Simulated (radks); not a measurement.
The numbers below are computed, except where a source is named.
Q: Spherical quantum dot in the effective-mass picture: electrons in a hard-walled sphere of radius 4.63, all in effective atomic units (hartree* = m*/eps^2 hartree, bohr* = eps/m* bohr), one dielectric constant everywhere. Level of theory: non-relativistic Kohn-Sham, exchange-only LDA, spin-polarised, spherical densities (a radial shooting solver with Libxc functionals). Levels are named by radial order and angular momentum (1s, 1p, 1d, 2s, ...), and open shells are averaged over m. At N = 7 the configuration is 1s2 1p(up 3, down 2). Does electron 8 go into 1d up or 1d down or 1p down?

A: Into 1p down. The total energies of the other choices lie higher by 0.214 hartree* (1d up), 0.240 hartree* (1d down).
